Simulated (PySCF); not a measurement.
Gas-phase reaction: 2 GaOH + 2 C₄H₁₀ (n-butane) = 2 Ga(CH₃)₃ + 2 O + C₂H₄

Computed with PySCF and rigid-rotor harmonic-oscillator thermochemistry at 1 bar. S°(298 K) at PBE0/def2-TZVP differs from the NASA 1993 table for C₄H₁₀ (n-butane) (-9 J/mol/K); whether the harmonic model or the table's entry is off was not settled. † marks an energy on the PBE0/def2-TZVP geometry and frequencies; other levels use their own. CCSD(T) freezes the core. 6-31G* has spherical d functions here. Open shells (unrestricted): O (multiplicity 3, electronic degeneracy 9); the rest are closed-shell singlets. Spin-orbit splitting is ignored; it lowers the true energy and changes the entropy of O. B3LYP is the form with VWN-RPA correlation. Ga: all electrons, no relativistic terms. Methyl groups turn as free rotors in Ga(CH₃)₃. GaOH: computed as isolated molecules; such fragments, hydroxides, amides, oligomers or adducts are transient or little studied in the gas. CCSD(T) isn't extrapolated to the basis-set limit. The harmonic model lacks anharmonicity and excited electronic states, which grow with temperature; levels with a mode under 35 cm⁻¹ are left out. Internal rotation in C₄H₁₀ (n-butane) is treated as a harmonic vibration of one conformer, which makes the entropy rough.

| level | ΔE electronic, kJ | ΔH°(298 K), kJ | ΔS°(298 K), J/K | ΔG°(2500 K), kJ |
|---|---|---|---|---|
| B3LYP/6-31G* | 1127 | 1077 | 159 | 633 |
| B3LYP/def2-TZVP† | 1117 | 1065 | 159 | 620 |
| BLYP/def2-TZVP† | 1152 | 1099 | 159 | 654 |
| CCSD(T)/def2-SVP† | 1065 | 1013 | 159 | 568 |
| HF/6-31G* | 676 | 619 | 160 | 167 |
| HF/def2-TZVP† | 700 | 648 | 159 | 203 |
| PBE/def2-TZVP† | 1172 | 1120 | 159 | 675 |
| r2SCAN/def2-TZVP† | 1090 | 1038 | 159 | 593 |
| LDA/def2-TZVP† | 1363 | 1311 | 159 | 866 |
| ωB97M-V/def2-TZVP† | 1118 | 1066 | 159 | 620 |
| ωB97X-V/def2-TZVP† | 1103 | 1051 | 159 | 606 |
ΔH° is lowest at HF/6-31G* and highest at LDA/def2-TZVP†. No reference value is set beside these.
